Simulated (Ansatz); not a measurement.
A further run on the cluster LiCoO₂.

```yaml
crystal:
  periodic: [false, false, false]
  atoms:
    - {symbol: Li, position_ang: [-0.425240, -1.138120, 0.219718]}
    - {symbol: Co, position_ang: [0.339483, 0.908580, -0.175369]}
    - {symbol: O, position_ang: [1.260607, -0.397654, -0.319713]}
    - {symbol: O, position_ang: [-1.174850, 0.627194, 0.275364]}
basis:
  gaussian: {orbitals: 6-31G}
hamiltonian: {xc: {name: B97}}
scf: {omitted_lower_state_checks: [starts]}
```

```sh
$ ansatz run in.yaml --threads 4 --pin off --events-out ev --progress --plain --max-ram 3916MiB
```

Output, abridged:

```
Functional definition: B97
560 factors; integrals over basis functions are off by at most 2.7e-4 eV
mean field evaluation 1: about -41900.9977 eV, gradient 8.1e1 eV
mean field evaluation 2: about -41746.1006 eV, gradient 2.8e2 eV
mean field evaluation 4: about -41911.8171 eV, gradient 3.1e1 eV
mean field evaluation 8: about -41913.3595 eV, gradient 2.1e0 eV
mean field evaluation 16: about -41913.5058 eV, gradient 5.5e-2 eV
mean field -41915.20158458 eV, -1540.3552470894 hartree, gradient 8.0e-6 eV, S^2 0.000000; 0 other end points of the search recorded, 0 dependent functions left out
reference -41915.20161725 eV, -1540.3552482899 hartree; 23, 23 occupied and 33, 33 virtual orbitals, 560 factors
Total energy: -41915.20161725 eV, -1540.3552482899 hartree
Checks for a lower state left out: starts
```

It took 2.4 s on 4 threads of Arm Neoverse V2 on a shared host.

The 6-31G sets use Cartesian d functions. The restricted singlet is unstable towards broken spin symmetry at other levels; at RKS B97/6-31G this wasn't settled.
